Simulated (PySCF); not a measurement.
**SMILES CC1(C2CC2)C=C1, C7H10**

Geometry (Å), atoms numbered from 1 in this order:
```xyz
17

C    -1.528    1.198   -0.470
C    -0.704    0.117    0.209
C     0.767    0.430    0.232
C     1.626    0.030   -0.934
C     1.778   -0.665    0.384
C    -1.314   -0.707    1.307
C    -1.167   -1.310    0.163
H    -1.421    2.147    0.055
H    -1.192    1.340   -1.496
H    -2.581    0.926   -0.482
H     0.999    1.380    0.702
H     2.409    0.698   -1.260
H     1.155   -0.514   -1.739
H     2.664   -0.472    0.969
H     1.412   -1.678    0.469
H    -1.625   -0.728    2.323
H    -1.285   -2.178   -0.440
```

Method used: PySCF 2.14.0, GIAO wB97X-D/pcSseg-1 magnetisability, rotational g tensor and spin-rotation constants, non-relativistic, gas phase. Geometry: GFN2-xTB.

(1) Give the nuclear spin-rotation constants along the inertial axes (H = +C I·J) beside the isotropic shieldings.

(2) How do the rotational constants and the g tensor change when H8, H9, H10, H11, H12, H13, H14, H15, H16, H17 are replaced by deuterium?

Results:

(1) Rotational constants 4.4153, 2.3726, 1.8769 GHz. A star marks the isotopologue with that one atom substituted, in its own axes.
```csv
atom,isotope,Caa (kHz),Cbb (kHz),Ccc (kHz),mean (kHz),σ (ppm)
H8,1H,-0.490,-0.181,0.008,-0.221,29.9
H9,1H,-0.355,-0.125,-0.093,-0.191,29.9
H10,1H,0.024,-0.250,-0.206,-0.144,31.4
H11,1H,-0.474,-0.185,-0.026,-0.228,30.7
H12,1H,-0.205,-0.139,-0.199,-0.181,31.4
H13,1H,-0.450,-0.278,0.003,-0.241,31.7
H14,1H,-0.239,-0.237,-0.118,-0.198,31.7
H15,1H,-0.455,-0.067,-0.180,-0.234,32.2
H16,1H,-0.277,-0.075,-0.001,-0.118,24.1
H17,1H,-0.523,-0.153,0.150,-0.175,24.5
C1,13C*,0.655,0.325,0.363,0.447,156.7
C2,13C*,0.343,0.491,0.322,0.385,162.1
C3,13C*,0.619,0.351,0.291,0.420,165.3
C4,13C*,0.450,0.346,0.226,0.341,180.9
C6,13C*,1.017,1.015,0.568,0.867,50.4
```
For the geometry as given, no vibrational averaging.

(2) Constants 3.4273, 1.9653, 1.5669 GHz; g 0.0150, -0.0021, -0.0045, against 0.0186, -0.0021, -0.0054 before.
